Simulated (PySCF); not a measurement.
**Which element holds O most strongly?**

CCSD(T) extrapolated to the basis-set limit (PySCF; AsO CCSD(T)/CBS(DT), CO CCSD(T)/CBS(TQ)+CV+SR, HfO CCSD(T)/CBS(TQ)+CV, PO CCSD(T)/CBS(TQ)+CV+SR, SiO CCSD(T)/CBS(TQ)+CV+SR, SnO CCSD(T)/CBS(DT)+CV, ZnO CCSD(T)/CBS(DT); CV core-valence, SR scalar-relativistic term); no spin–orbit coupling. D0 is De less the harmonic zero-point energy.

```tsv
M	state (unpaired electrons)	Re (Å)	ωe (cm⁻¹)	D0(MO) (eV)
Hf	singlet (closed shell)	1.722	970	8.74
As	doublet (π ↑)	1.624	973	4.79
Sn	singlet (closed shell)	1.829	828	5.71
C	singlet (closed shell)	1.128	2176	11.12
Si	singlet (closed shell)	1.512	1244	8.23
Zn	triplet (σ ↑, π ↑)	1.843	562	1.21
P	doublet (π ↑)	1.477	1241	6.08
```

Order the elements by D0 and give the energy of SiO + As → AsO + Si.

C > Hf > Si > P > Sn > As > Zn; ΔE = 8.23 − 4.79 = +3.44 eV at composite CCSD(T). Close neighbours can swap at other levels.

Correlated steps freeze the inner cores (2 to 6 orbitals); shallow outer-core shells are correlated. These are scalar-relativistic numbers at best; spin–orbit coupling would shift them, the dissociation energy most. Where the molecule has an RHF reference, its open-shell atoms are computed with UHF. The CCSD T1 diagnostic is raised in HfO, SiO, SnO, a sign that a single reference may not be enough there. States were picked by a PBE0 search and need not be the measured ground states.
